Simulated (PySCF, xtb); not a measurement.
Sb(H)2(TeH) (H3SbTe), SMILES [SbH2][TeH].

Harmonic wavenumbers (cm⁻¹) from xtb with GFN2-xTB at its own minimum, in rising order: 82, 216, 493, 588, 638, 858, 1519, 1598, 1922.

### Question
What does PBE0-D3(BJ)/def2-TZVP (PySCF 2.14.0) give at its own minimum? (The exact figures need the calculation; the answer reports its results.)

### Answer
119, 191, 490, 562, 646, 850, 1959, 1961, 2153. Paired by order, the mean absolute difference is 127 cm⁻¹ and the zero-point energies are 11.3 and 12.8 kcal/mol.
